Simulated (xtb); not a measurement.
Ge(OH)3(PH2) (GeH5O3P), SMILES [OH][Ge]([OH])([PH2])[OH]. All values are semi-empirical tight-binding results from xtb (GFN2-xTB unless named), good for trends rather than for accurate numbers. Geometry: GFN2-xTB. The structure was generated by enumeration, and PubChem lists no compound with its InChIKey, so it may never have been made. Other conformers were not sampled.

For metal compounds this method's bond lengths and energies can be far off.

The orbital gap is 4.76 eV, the zero-point energy comes out as 34.3 kcal/mol and the G − E(el) at 298.15 K (modified RRHO) is 12.4 kcal/mol.
